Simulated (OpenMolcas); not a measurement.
**CH6ClSi2: a line through the functionals**

CH6ClSi2 has 10 atoms, charge 0, and is taken as a doublet. SMILES: `C[Si]([SiH3])Cl`. The coordinates come from a PBE0-D4/def2-TZVP relaxation.

The vertical energy of the quartet above the doublet y, in eV, basis def2-SVP; a is the functional's share of exact exchange. Programs: OpenMolcas 26.06.

| functional | program | a | y (eV) |
| --- | --- | --- | --- |
| UPBE | OpenMolcas | 0 | 5.70 |
| UTPSS | OpenMolcas | 0 | 5.80 |
| UB3LYP | OpenMolcas | 0.2 | ? |
| UPBE0 | OpenMolcas | 0.25 | 6.01 |
| UBHLYP | OpenMolcas | 0.5 | 6.46 |

Q: Fit y = c + s·a to the known rows and predict UB3LYP.

A: 
1. Means of the 4 rows: a = 0.1875, y = 5.992.
2. Σ(Δa)² = 0.17188, Σ(Δa·Δy) = 0.23812, so the slope is 0.23812/0.17188 = 1.3854.
3. Intercept: 5.992 − (1.3854) × 0.1875 = 5.732. The largest residual of the fit is 0.069.
4. UB3LYP: 5.732 + (1.3854) × 0.2 = 6.01 eV.

The run gave 6.10 eV, so the prediction is off by -0.09 eV, more than the largest residual. The rows mix families of semi-local functionals, which the line can't see.
